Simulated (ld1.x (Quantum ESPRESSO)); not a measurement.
# Scattering properties, PAW potential for germanium (Ge)

| Quantity | Value |
| --- | --- |
| Element | germanium (Ge) |
| Generator | ld1.x (Quantum ESPRESSO) 7.5 |
| Type | PAW |
| Functional | PBE |
| Relativity | scalar-relativistic |
| Frozen core | [Ar] |
| Valence charge | 14 |
| Reference configuration | 3d10 4s2 4p1.5 (charge +0.5) |
| Partial waves | 4s (bound): rcut 1.70, rcutus 2.10 bohr; 4s channel at 2.8 Ry: rcut 1.70, rcutus 2.10 bohr; 4p (bound): rcut 1.65, rcutus 1.85 bohr; 4p channel at 0.55 Ry: rcut 1.65, rcutus 1.85 bohr; 3d (bound): rcut 0.80, rcutus 1.00 bohr; 3d channel at 1.1 Ry: rcut 0.80, rcutus 1.00 bohr; 4f channel at 0.45 Ry: rcut 1.60, rcutus 1.70 bohr; 4f channel at 1.6 Ry: rcut 1.60, rcutus 1.70 bohr |
| Local potential | all-electron potential smoothed inside 0.85 bohr (lloc = -1) |
| Core correction | Bessel-smoothed model core inside 0.75 bohr |
| Augmentation charge | PSQ, inside the norm-conserving radii |

The phase is arctan(r·u′/u) with u = r·R(r), unwrapped; energies in Ry, scanned from -4 to 5 Ry. A pole is an energy at which the radial function vanishes at the test radius. The pseudo phase is shifted by a multiple of π to meet the all-electron one at the reference energy, and phase errors are pseudo minus all-electron; the curves can meet again beyond the range given. Levels narrower than the energy grid can be missing from the lists of poles.

```csv
channel,radius (bohr),reference energy (Ry),"poles, all-electron","poles, pseudo",unbroken range about the reference energy with phases within 0.05 rad,phase error 1 Ry above the reference energy (rad)
s,2.29,-1.15,0.48,0.48,the whole range,+0.000
p,2.29,-0.54,1.80,"1.77, 2.00",below 1.9,+0.000
d,2.29,-2.47,"-2.42, 4.12","-2.42, 4.12",the whole range,+0.000
f,2.29,0.45,none,none,the whole range,+0.000
```

The ghost test of this file was not conclusive. Its overlap operator is not positive definite in a basis up to 400 Ry (lowest eigenvalue s -0.09, f -3.32), so the file is unfit for use: the generalised eigenproblem breaks down once the basis is large enough, and its test numbers describe a broken file.

Phases in the p channel:

| E (Ry) | all-electron | pseudo |
| --- | --- | --- |
| -4.00 | 1.312 | 1.312 |
| -3.76 | 1.300 | 1.300 |
| -3.52 | 1.287 | 1.287 |
| -3.28 | 1.272 | 1.271 |
| -3.04 | 1.254 | 1.253 |
| -2.80 | 1.232 | 1.232 |
| -2.56 | 1.206 | 1.206 |
| -2.32 | 1.174 | 1.174 |
| -2.08 | 1.133 | 1.133 |
| -1.84 | 1.079 | 1.079 |
| -1.60 | 1.004 | 1.004 |
| -1.36 | 0.896 | 0.896 |
| -1.12 | 0.729 | 0.729 |
| -0.88 | 0.457 | 0.457 |
| -0.64 | 0.034 | 0.034 |
| -0.40 | -0.462 | -0.462 |
| -0.16 | -0.847 | -0.847 |
| 0.08 | -1.088 | -1.088 |
| 0.32 | -1.238 | -1.238 |
| 0.56 | -1.337 | -1.338 |
| 0.80 | -1.408 | -1.408 |
| 1.04 | -1.461 | -1.461 |
| 1.28 | -1.503 | -1.503 |
| 1.52 | -1.537 | -1.538 |
| 1.76 | -1.566 | -1.569 |
| 2.00 | -1.592 | -4.712 |
| 2.24 | -1.615 | -4.752 |
| 2.48 | -1.637 | -4.775 |
| 2.72 | -1.658 | -4.796 |
| 2.96 | -1.679 | -4.817 |
| 3.20 | -1.701 | -4.838 |
| 3.44 | -1.723 | -4.860 |
| 3.68 | -1.748 | -4.883 |
| 3.92 | -1.774 | -4.909 |
| 4.16 | -1.805 | -4.938 |
| 4.40 | -1.842 | -4.972 |
| 4.64 | -1.886 | -5.012 |
| 4.88 | -1.942 | -5.063 |
